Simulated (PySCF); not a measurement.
Correlation energy of F²⁺ (fluorine, charge +2)

[He] 2s2 2p3, high-spin 4S determinant. All numbers are calculated (PySCF 2.14, no relativity, point nucleus, in def2-TZVP (5s3p2d1f, 31 functions)). Frozen: 1s2; 5 electrons correlated.

MP2 pair energies summed by pair of shells (mhartree):

```json
{"pair": "2s-2p", "energy": "-64.60", "share (%)": "66.6"}
{"pair": "2p-2p", "energy": "-23.02", "share (%)": "23.7"}
{"pair": "2s-2s", "energy": "-9.43", "share (%)": "9.7"}
```

Total MP2 correlation energy: -97.06 mhartree.

Same-spin part -27.96 and opposite-spin part -69.10 mhartree; SCS-MP2 scales them by 1/3 and 6/5 to -92.23 mhartree.

| level | correlation energy (mhartree) |
| --- | --- |
| CCSD | -111.34 |
| (T) | -1.13 |
| CCSD(T) | -112.47 |

Diagnostics: T1 = 0.0028, D1 = 0.0061, largest double amplitude 0.032.

Cost of the coupled-cluster step: 0.3 s of wall time on 1 thread of Neoverse-V1 (shared host), for 5 correlated electrons.
